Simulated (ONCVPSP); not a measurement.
# Before and after: ONCV potential for iodine (I)

```
Element                 : iodine (I)
Generator               : ONCVPSP 4.0.1
Type                    : optimised norm-conserving Vanderbilt (ONCV)
Functional              : PBE
Relativity              : scalar-relativistic
Frozen core             : [Kr]
Valence charge          : 17
Reference configuration : 4d10 5s2 5p5
Partial waves           : 5s: rc 1.40 bohr, ncon 3, nbas 7, qcut 4 1/bohr, 2 projectors, debl 0.8 Ha; 5p: rc 2.20 bohr, ncon 4, nbas 9, qcut 4 1/bohr, 1 projector; 4d: rc 1.45 bohr, ncon 5, nbas 9, qcut 8.5 1/bohr, 3 projectors, debl 3.5 Ha
Local potential         : polynomial inside 1.10 bohr (lpopt 5, dvloc0 6 Ha)
Core correction         : Teter function, fcfact 3.75, rcfact 1
```

All-electron outer shells of the reference configuration (PBE, scalar-relativistic, ld1.x):

```json
{"shell": "4s", "level (eV)": "-180.60", "outermost node (bohr)": "0.37", "outermost maximum (bohr)": "0.68"}
{"shell": "4p", "level (eV)": "-127.57", "outermost node (bohr)": "0.37", "outermost maximum (bohr)": "0.72"}
{"shell": "4d", "level (eV)": "-50.28", "outermost node (bohr)": "0.35", "outermost maximum (bohr)": "0.78"}
{"shell": "5s", "level (eV)": "-17.41", "outermost node (bohr)": "0.88", "outermost maximum (bohr)": "1.70"}
{"shell": "5p", "level (eV)": "-7.09", "outermost node (bohr)": "0.96", "outermost maximum (bohr)": "2.02"}
```

Change: d: rc 1.62.

Cutoffs: the cutoffs (Ha) at which the residual kinetic energy of the hardest occupied pseudo-wave falls to 1 and 0.1 mHa per electron; they do not see the model core or the augmentation charge, which bear on the density cutoff. Errors are all-electron minus pseudo energies relative to the spin-unpolarised reference configuration.

**Question.** Predict the effect on cutoff, ghosts and configuration errors.

**Answer.** The potential gets softer (67 Ha and 133 Ha → 67 Ha and 95 Ha); both files keep a bound ghost (s); the errors of the 4 common tests hardly move. A larger radius leaves more room for a smooth pseudo-wave, so fewer plane waves are needed.

| quantity | base | changed |
| --- | --- | --- |
| cutoff, loose | 67 Ha | 67 Ha |
| cutoff, tight | 133 Ha | 95 Ha |
| loose cutoff by channel | s 67 Ha, p 6.8 Ha, d 57 Ha | s 67 Ha, p 6.8 Ha, d 35 Ha |
| bound ghosts | s | s |
| GHOST(+) flags under 300 eV | p at 9.3 eV | p at 9.3 eV |
| error for 4d10 5s2 5p4, meV [ΔE 11.13 eV] | +8.9 | +8.9 |
| error for 4d10 5s2 5p3, meV [ΔE 30.98 eV] | +50 | +50 |
| error for 4d10 5s2 5p2, meV [ΔE 60.31 eV] | +127 | +127 |
| error for 4d10 5s2 5p4.5, meV [ΔE 4.53 eV] | +1.3 | +1.3 |
| s: phases at 1.42 bohr within 0.05 rad from the reference energy up to (Ha; the scan ends near 5) | to the end of the scan | to the end of the scan |
| p: phases at 2.24 bohr within 0.05 rad from the reference energy up to (Ha; the scan ends near 5) | 0.2 | 0.2 |
| rms error of d²Exc/dni dnj with the model core, mHa | 4.10 | 4.02 |

 A true bound ghost makes a file unfit for plane-wave use even where its test errors are small: the radial tests pick states by their node count and pass the ghost by.
